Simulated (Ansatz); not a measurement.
The same path of CH5FOSn (9 atoms, charge 0, multiplicity 1) was run 3 times with different band settings. The coordinate that changes most is the dihedral F1–C2–O3–Sn4.

Method: RKS B3LYP-D4/def2-SVP in Ansatz 0.2.0.

Relaxed end points:

```xyz
9
Properties=species:S:1:pos:R:3
F -1.936 1.846 0.022
C -1.236 0.702 0.304
O -0.128 0.660 -0.503
Sn 1.320 -0.726 -0.356
H -0.976 0.736 1.386
H -1.923 -0.154 0.124
H 1.926 -0.658 1.251
H 0.607 -2.250 -0.707
H 2.434 -0.203 -1.538
```

```xyz
9
Properties=species:S:1:pos:R:3
F -1.020 0.309 1.439
C -1.288 0.678 0.114
O -0.136 0.755 -0.603
Sn 1.318 -0.614 -0.243
H -1.997 -0.087 -0.270
H -1.780 1.669 0.144
H 2.155 -0.163 1.181
H 0.560 -2.151 -0.127
H 2.277 -0.444 -1.651
```

Common settings: climbing image yes; optimiser quadratic models (default); start path through a guess of the saddle point; force threshold 0.05 eV/Å; iteration limit 60; end points relaxed.

| run | movable images | spring |
| --- | --- | --- |
| 1 | 5 | 5.0 eV/Å² |
| 2 | 5 | 50.0 eV/Å² |
| 3 | 1 | 5.0 eV/Å² |

Problem. What does each run give, and how far can it be trusted?

Solution. Run 1: converged after 24 iterations, highest image 0.000 eV above the first end. The highest image is an end point: on this band no image between the ends rises above it. Between wells the path still climbs a hump at image 4, 0.05 eV above the well before it.
Run 2: converged after 22 iterations, highest image 0.000 eV above the first end. The highest image is an end point: on this band no image between the ends rises above it. Between wells the path still climbs a hump at image 4, 0.05 eV above the well before it.
Run 3: converged after 34 iterations, highest image 0.000 eV above the first end. The highest image is an end point: on this band no image between the ends rises above it. So few images can step over the top or miss a turn of the path.
